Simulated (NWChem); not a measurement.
The numbers come from NWChem runs, not from measurements. System: PbS, charge 0, spin multiplicity 1, at a geometry optimised with PBE/def2-SVP with def2 effective core potentials on Pb. The structure started from a generated list of species. Level: constrained B3LYP/def2-SVP with def2 effective core potentials on Pb, VWN1-RPA local correlation.

Input file:

```
start mol
memory heap 200 mb stack 900 mb global 1100 mb
geometry units angstroms nocenter noautoz noautosym
  Pb     0.000000     0.000000     0.382158
  S      0.000000     0.000000    -1.958560
end
basis spherical
  * library def2-svp
end
ecp
  Pb library def2-ecp
end
dft
  xc b3lyp
  semidirect memsize 60000000 filesize 0
  iterations 100
  convergence nolevelshifting
  cdft 2 2 charge 0.6 pop lowdin
end
task dft energy
```

Output (cleaned and shortened):

```
             Northwest Computational Chemistry Package (NWChem) 7.3.0
             --------------------------------------------------------

                                NWChem Input Module
                                -------------------

 Scaling coordinates for geometry "geometry" by  1.889725989
 (inverse scale =  0.529177249)

                             Geometry "geometry" -> ""
                             -------------------------

 Output coordinates in angstroms (scale by  1.889725989 to convert to a.u.)

  No.       Tag          Charge          X              Y              Z
 ---- ---------------- ---------- -------------- -------------- --------------
    1 Pb                  82.0000     0.00000000     0.00000000     0.38215800
    2 S                   16.0000     0.00000000     0.00000000    -1.95856000

 Effective nuclear repulsion energy (a.u.)     296.6100789107

            Nuclear Dipole moment (a.u.)
            ----------------------------
        X                 Y               Z
 ---------------- ---------------- ----------------
     0.0000000000     0.0000000000    -0.0000075589


 Summary of "ao basis" -> "" (spherical)
 ------------------------------------------------------------------------------
       Tag                 Description            Shells   Functions and Types
 ---------------- ------------------------------  ------  ---------------------
 *                          def2-svp                  on all atoms

                                 NWChem DFT Module
                                 -----------------

 Summary of "ao basis" -> "ao basis" (spherical)
 ------------------------------------------------------------------------------
       Tag                 Description            Shells   Functions and Types
 ---------------- ------------------------------  ------  ---------------------
 Pb                         def2-svp                10       26   4s4p2d
 S                          def2-svp                 8       18   4s3p1d

 Summary of "ao basis" -> "ao basis" (spherical)
 ------------------------------------------------------------------------------
       Tag                 Description            Shells   Functions and Types
 ---------------- ------------------------------  ------  ---------------------
 Pb                         def2-svp                10       26   4s4p2d
 S                          def2-svp                 8       18   4s3p1d

            General Information
            -------------------
          SCF calculation type: DFT
          Wavefunction type:  closed shell.
          No. of atoms     :     2
          No. of electrons :    38
           Alpha electrons :    19
            Beta electrons :    19
          Charge           :     0
          Spin multiplicity:     1
          Use of symmetry is: off; symmetry adaption is: off
          Maximum number of iterations: 100
          AO basis - number of functions:    44
                     number of shells:    18
          Convergence on energy requested:  1.00D-06
          Convergence on density requested:  1.00D-05
          Convergence on gradient requested:  5.00D-04

              XC Information
              --------------
                         B3LYP Method XC Potential
                     Hartree-Fock (Exact) Exchange  0.200
                        Slater Exchange Functional  0.800 local
                    Becke 1988 Exchange Functional  0.720 non-local
              Lee-Yang-Parr Correlation Functional  0.810
[...]
      1        0.2087732624

         Total DFT energy =     -590.981935564591
      One electron energy =    -1043.711918520881
           Coulomb energy =      414.838429510514
    Exchange-Corr. energy =      -41.686760408303
 Nuclear repulsion energy =       79.578313854080

 Numeric. integr. density =       38.000000030872

     Total iterative time =      2.9s

                       DFT Final Molecular Orbital Analysis
                       ------------------------------------

 Vector   17  Occ=2.000000D+00  E=-1.913511D-01
              MO Center=  2.3D-08, -6.5D-09, -8.8D-01, r^2= 3.8D+00
   Bfn.  Coefficient  Atom+Function         Bfn.  Coefficient  Atom+Function
  ----- ------------  ---------------      ----- ------------  ---------------
    13      0.413714  1 Pb pz                36     -0.401352  2 S  pz
    39     -0.398244  2 S  pz                16      0.219802  1 Pb pz
    33     -0.218935  2 S  pz                 4      0.193540  1 Pb s
    30      0.177804  2 S  s                  3      0.148485  1 Pb s
    10     -0.145808  1 Pb pz                 7     -0.142866  1 Pb pz

 Vector   18  Occ=2.000000D+00  E=-1.795796D-01
              MO Center= -8.8D-09, -7.9D-09, -1.1D+00, r^2= 3.1D+00
   Bfn.  Coefficient  Atom+Function         Bfn.  Coefficient  Atom+Function
  ----- ------------  ---------------      ----- ------------  ---------------
    37      0.294443  2 S  px                38      0.294557  2 S  py
    34      0.272076  2 S  px                35      0.272181  2 S  py
    14      0.251347  1 Pb px                15      0.251445  1 Pb py
    11      0.205219  1 Pb px                12      0.205299  1 Pb py
    31      0.147882  2 S  px                32      0.147939  2 S  py

 Vector   19  Occ=2.000000D+00  E=-1.795796D-01
              MO Center= -1.5D-08,  1.4D-08, -1.1D+00, r^2= 3.1D+00
   Bfn.  Coefficient  Atom+Function         Bfn.  Coefficient  Atom+Function
  ----- ------------  ---------------      ----- ------------  ---------------
    37      0.294557  2 S  px                38     -0.294443  2 S  py
    34      0.272181  2 S  px                35     -0.272076  2 S  py
    14      0.251445  1 Pb px                15     -0.251347  1 Pb py
    11      0.205299  1 Pb px                12     -0.205219  1 Pb py
    31      0.147939  2 S  px                32     -0.147882  2 S  py

 Vector   20  Occ=0.000000D+00  E=-4.043797D-02
              MO Center=  5.5D-10,  1.8D-09, -4.0D-01, r^2= 4.5D+00
   Bfn.  Coefficient  Atom+Function         Bfn.  Coefficient  Atom+Function
  ----- ------------  ---------------      ----- ------------  ---------------
    15      0.469189  1 Pb py                38     -0.406405  2 S  py
    12      0.351735  1 Pb py                14      0.301622  1 Pb px
    35     -0.276548  2 S  py                37     -0.261260  2 S  px
    11      0.226115  1 Pb px                34     -0.177781  2 S  px
    32     -0.151609  2 S  py                 9     -0.125111  1 Pb py

 Vector   21  Occ=0.000000D+00  E=-4.043797D-02
              MO Center= -2.3D-08,  1.6D-08, -4.0D-01, r^2= 4.5D+00
   Bfn.  Coefficient  Atom+Function         Bfn.  Coefficient  Atom+Function
  ----- ------------  ---------------      ----- ------------  ---------------
    14      0.469189  1 Pb px                37     -0.406405  2 S  px
    11      0.351735  1 Pb px                15     -0.301622  1 Pb py
    34     -0.276548  2 S  px                38      0.261260  2 S  py
    12     -0.226115  1 Pb py                35      0.177781  2 S  py
    31     -0.151609  2 S  px                 8     -0.125111  1 Pb px

 Vector   22  Occ=0.000000D+00  E= 5.304523D-02
              MO Center= -5.1D-09,  3.9D-09,  2.6D-01, r^2= 5.9D+00
   Bfn.  Coefficient  Atom+Function         Bfn.  Coefficient  Atom+Function
  ----- ------------  ---------------      ----- ------------  ---------------
    16      1.151573  1 Pb pz                30      0.660190  2 S  s
    39      0.615526  2 S  pz                 4     -0.455299  1 Pb s
    29      0.231363  2 S  s                 36      0.232447  2 S  pz
    19     -0.184274  1 Pb d  0              13      0.174921  1 Pb pz
    28     -0.165245  2 S  s                  3     -0.138656  1 Pb s

     ---------------------------------------------
      Total Density - Mulliken Population Analysis
     ---------------------------------------------

    Atom       Charge   Shell Charges
 -----------   ------   -------------------------------------------------------
    1 Pb  22    22.74   3.00 -0.94  1.29  0.70  3.35  2.67  1.19  1.33  9.65  0.51
    2 S   16    15.26   2.00  1.99  1.38  0.35  5.92  1.65  1.95  0.02

     -------------------------------------------
      Total Density - Lowdin Population Analysis
     -------------------------------------------

    Atom       Charge   Shell Charges
 -----------   ------   -------------------------------------------------------
    1 Pb  22    22.60   1.49  0.48  1.09  0.85  3.09  2.74  1.32  1.38  9.28  0.90
    2 S   16    15.40   2.00  1.96  1.06  0.70  5.80  1.70  2.15  0.03

 center of mass
 --------------
 x =   0.00000000 y =   0.00000000 z =   0.13278719

 moments of inertia (a.u.)
 ------------------
         542.204032783660           0.000000000000           0.000000000000
           0.000000000000         542.204032783660           0.000000000000
           0.000000000000           0.000000000000           0.000000000000

     Multipole analysis of the density
     ---------------------------------

     L   x y z        total         alpha         beta         nuclear
     -   - - -        -----         -----         ----         -------
     0   0 0 0     -0.000000    -19.000000    -19.000000     38.000000

     1   1 0 0     -0.000000     -0.000000     -0.000000      0.000000
     1   0 1 0      0.000000      0.000000      0.000000      0.000000
     1   0 0 1     -1.349770     20.990336     20.990336    -43.330442

     2   2 0 0    -31.932806    -15.966403    -15.966403      0.000000
     2   1 1 0      0.000000      0.000000      0.000000      0.000000
     2   1 0 1     -0.000000     -0.000000     -0.000000      0.000000
     2   0 2 0    -31.932806    -15.966403    -15.966403      0.000000
     2   0 1 1     -0.000000     -0.000000     -0.000000      0.000000
     2   0 0 2    -25.472416   -128.060695   -128.060695    230.648975

 Task  times  cpu:        3.4s     wall:        3.4s

 Total times  cpu:        3.5s     wall:        3.5s
```
